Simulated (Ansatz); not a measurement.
Input for Ansatz (a first-principles code): SC-NEVPT2 on CASSCF(6,4)/cc-pVTZ on FHOSe (SMILES O[Se]F), a point of a bond scan (R = 4.781 Å).

Ansatz 0.2 input:
```yaml
crystal:
  periodic: [false, false, false]
  atoms:
    - {symbol: Se, position_ang: [0.08590456, 0.00792344, 0.39476160]}
    - {symbol: F, position_ang: [-0.17746775, 3.59529237, -2.75526166]}
    - {symbol: O, position_ang: [-0.20677654, -1.35411437, -0.70776950]}
    - {symbol: H, position_ang: [-1.16177610, -1.46568956, -0.81251515]}
basis:
  gaussian:
    orbitals: cc-pVTZ
    pivot_positions_ang: [[0.08590456, 0.00792344, 0.39476160], [-0.17746775, 3.59529237, -2.75526166], [-0.20677654, -1.35411437, -0.70776950], [-1.16177610, -1.46568956, -0.81251515]]
magnetization: {spin_polarized: false}
correlation: {method: sc_nevpt2, electrons: outside_noble_gas, active_space: {window: {electrons: 6, orbitals: 4}}}
output: {orbitals: {seedname: ./end}}
```

The log:

```
WARN ansatz: RAYON_NUM_THREADS=1 ignored (pool sized by the plan → 1); use --threads N
Functional definition: HF
integrals: 0.05 GiB planned
832 factors; integrals over basis functions are off by at most 3.4e-4 eV
mean field: 0.31 GiB planned
mean field evaluation 1: about -70051.0894 eV, gradient 5.0e1 eV
mean field evaluation 2: about -70051.1677 eV, gradient 5.0e1 eV
mean field evaluation 4: about -70052.9050 eV, gradient 4.0e1 eV
mean field evaluation 8: about -70055.9528 eV, gradient 5.1e0 eV
mean field evaluation 16: about -70056.2070 eV, gradient 5.9e-3 eV
mean field evaluation 32: about -70056.2070 eV, gradient 3.8e-2 eV
mean field evaluation 64: about -70055.1523 eV, gradient 1.1e1 eV
mean field evaluation 96: about -70056.2064 eV, gradient 3.0e-1 eV
mean field -70056.20699478 eV, -2574.5181212556 hartree, gradient 3.9e-6 eV, S^2 0.000000; 8 other end points of the search recorded, 0 dependent functions left out; unrestricted orbitals would lower it
reference -70056.20699478 eV, -2574.5181212556 hartree; 26, 26 occupied and 91, 91 virtual orbitals, 832 factors
configuration interaction: 0.16 GiB planned
configuration interaction: 0.00 GiB planned
state -70061.84258047 eV, -2574.7252252099 hartree
state -70061.84258047 eV, -2574.7252252099 hartree; corrected -70077.54629529 eV, -2575.3023260850 hartree
WARN: 2 active orbitals are nearly empty or full. The corrections depend on them more than the energy does, and are more stable in an active space without them
Total energy: -70077.54629529 eV, -2575.3023260850 hartree
```

The run converged.

Warnings raised: idle orbitals.

Cost: very roughly 100 core-seconds.
